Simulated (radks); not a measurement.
Problem. Neutral gallium, 31 electrons, occupied as [Ar] 3d10 4s2 4p1. Method: Dirac Kohn-Sham, LDA (Slater exchange, Perdew-Wang correlation), spin-unpolarised, spherical densities, finite nucleus; open shells are shared between the two j in proportion to 2j + 1; Fermi nuclear charge, rms radius 3.9973 fm; computed with a radial shooting solver on a logarithmic mesh with Libxc functionals. Some entries of the table are withheld. Estimate them.

| orbital | occ. | eigenvalue (eV) | <r^2> (bohr^2) |
|---|---|---|---|
| 1s1/2 | 2 | (1) | 0.003187 |
| 2s1/2 | 2 | -1259.567 | 0.05612 |
| 2p1/2 | 2 | (2) | 0.04365 |
| 2p3/2 | 4 | (3) | 0.04516 |
| 3s1/2 | 2 | -147.3883 | 0.4929 |
| 3p1/2 | 2 | -101.0832 | (4) |
| 3p3/2 | 4 | -97.4432 | (5) |
| 3d3/2 | 4 | -19.6813 | 0.8560 |
| 3d5/2 | 6 | -19.2181 | 0.8706 |
| 4s1/2 | 2 | -9.1687 | 6.326 |
| 4p1/2 | 0.333333 | -2.8154 | (6) |
| 4p3/2 | 0.666667 | -2.6935 | (7) |

Solution. 
(1) 1s1/2 eigenvalue (eV): -10207.65
(2) 2p1/2 eigenvalue (eV): -1116.319
(3) 2p3/2 eigenvalue (eV): -1088.724
(4) 3p1/2 <r^2> (bohr^2): 0.5343
(5) 3p3/2 <r^2> (bohr^2): 0.5518
(6) 4p1/2 <r^2> (bohr^2): 13.39
(7) 4p3/2 <r^2> (bohr^2): 13.94
